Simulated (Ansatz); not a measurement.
Consider the redistribution: `C[B](C)[GeH3]` + `[CH3][GaH2]` → `CB(C)C` + `[GaH2][GeH3]`.

Isolated molecules relaxed with PBE0-D4/def2-TZVP in Ansatz; ΔE leaves out vibrations. CCSD(T)/CBS adds triple-zeta CCSD(T) − MP2 to the extrapolated MP2 energy (def2 sets, frozen cores). DFT in def2-TZVPP. For Ga, Ge outer-core shells are correlated without core-valence functions, which leaves a few kJ/mol of doubt a bond. Scalar relativity is left out up to krypton.

| species | r2SCANh energy (Eh) |
| --- | --- |
| `C[B](C)[GeH3]` | -2183.42024 |
| `[CH3][GaH2]` | -1965.90997 |
| `CB(C)C` | -144.55603 |
| `[GaH2][GeH3]` | -4004.79828 |

(1) Work out ΔE.

Largest T1 diagnostic among the species: 0.013.

## Answers

(1) ΔE = (-144.55603) + (-4004.79828) − (-2183.42024) − (-1965.90997) = -0.02410 Eh = -63.3 kJ/mol. CCSD(T)/CBS gives -55.6 kJ/mol.

From BLYP to BHLYP (50 % exact exchange), in def2-TZVPP and without D4, ΔE moves by −4.3 kJ/mol. Leaving LDA and LC-ωPBE aside and taking each functional with its dispersion term where it has one, the values, not all of them listed here, spread over 6.6 kJ/mol, from BHLYP-D4 to revPBE-D4. At CCSD(T), def2-SVP lies −9.3 kJ/mol from the extrapolated value and def2-TZVPP −1.5 kJ/mol.
